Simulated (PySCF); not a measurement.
# Dipole response of Pd²⁺ (palladium, charge +2)

[Kr] 4d8, high-spin 3F determinant. Computed with PySCF 2.14 in x2c-TZVPPall with one added diffuse shell each of s, p, d, f type (9s7p7d3f1g, 95 functions), with the spin-free X2C one-electron Hamiltonian (Gaussian nucleus). Coupled (time-dependent) response in atomic units; α is the mean over directions.

```tsv
method	mean α (bohr³)	C₆ (like pair)	S(−4)
UHF	6.033	31.13	8.065
PBE	6.885	36.01	12.21
PBE0	6.572	34.21	10.55
```

S(−4) is the Cauchy moment in α(ω) = α(0) + S(−4) ω² + …

Spin-orbit coupling is absent.

α(iu) at PBE0:

| u (hartree) | α(iu) (bohr³) |
| --- | --- |
| 0 | 6.572 |
| 0.0500 | 6.546 |
| 0.100 | 6.470 |
| 0.200 | 6.193 |
| 0.300 | 5.811 |
| 0.500 | 4.975 |
| 0.750 | 4.062 |
| 1.00 | 3.352 |
| 1.50 | 2.374 |
| 2.00 | 1.757 |
| 3.00 | 1.054 |
| 5.00 | 0.4856 |

A single London oscillator, α(iu) = α/(1 + u²/ω²), gives C₆ = (3/4) ω α². Matching the computed C₆ needs ω = 4 × 34.21 / (3 × 6.572²) = 1.06 hartree.

For an ion, C₆ is the dispersion term alone; charge-induced terms of lower order in 1/R come first.
